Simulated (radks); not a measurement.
Spherical quantum dot in the effective-mass picture: electrons in a hard-walled sphere of radius 1.39, all in effective atomic units (hartree* = m*/eps^2 hartree, bohr* = eps/m* bohr), one dielectric constant everywhere. Method: non-relativistic Kohn-Sham, r2SCAN, spin-polarised, spherical densities, generalised Kohn-Sham scheme; computed with a radial shooting solver with Libxc functionals. Levels are named by radial order and angular momentum (1s, 1p, 1d, 2s, ...), and open shells are averaged over m. Results are scaled to m* = 0.032 and eps = 4.3, for which hartree* = 47.09 meV and bohr* = 7.111 nm.

N = 10, configuration 1s2 1p6 1d(up 2, down 0). This is the lowest configuration that the search found. Occupied and some empty levels:

level    occupation  eigenvalue (meV)  <r> (nm)
1s up             1            578.05     5.518
1s down           1            583.79     5.471
1p up             3            680.09     6.172
1p down           3            688.25     6.155
1d up             2            825.59     6.605
1d down           0            835.08     6.600
2s up             0            955.82     4.737
2s down           0            959.39     4.777
1f up             0            1008.6     6.921
1f down           0            1018.8     6.921
2p up             0            1195.9     5.266
2p down           0            1200.5     5.272

Energy (meV): total 4608.48, kinetic 2582.6, external 0, Hartree 2470.3, exchange-correlation -444.47.
